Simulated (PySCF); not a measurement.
Computed Raman spectrum (relative Raman activity) of a molecule CH7NSi. The structure is a stationary point at PBE0-D3(BJ)/def2-SVP. Other conformers were not sampled. All values below come from PBE0-D3(BJ)/def2-SVP run with PySCF 2.14.0. Frequencies are harmonic and unscaled.

| ν (cm⁻¹) | relative intensity |
|---|---|
| 664 | 6.1 |
| 848 | 3.8 |
| 911 | 5.1 |
| 924 | 6.9 |
| 944 | 2.6 |
| 1428 | 10 |
| 1546 | 2.3 |
| 2219 | 100 |
| 3049 | 57 |
| 3154 | 37 |
| 3157 | 31 |
| 3612 | 47 |
| 3711 | 28 |

Q: Pick the molecule that these values belong to.
(A) CN[SiH3]
(B) NC[SiH3]
(C) C[SiH2]N

A: C, C[SiH2]N
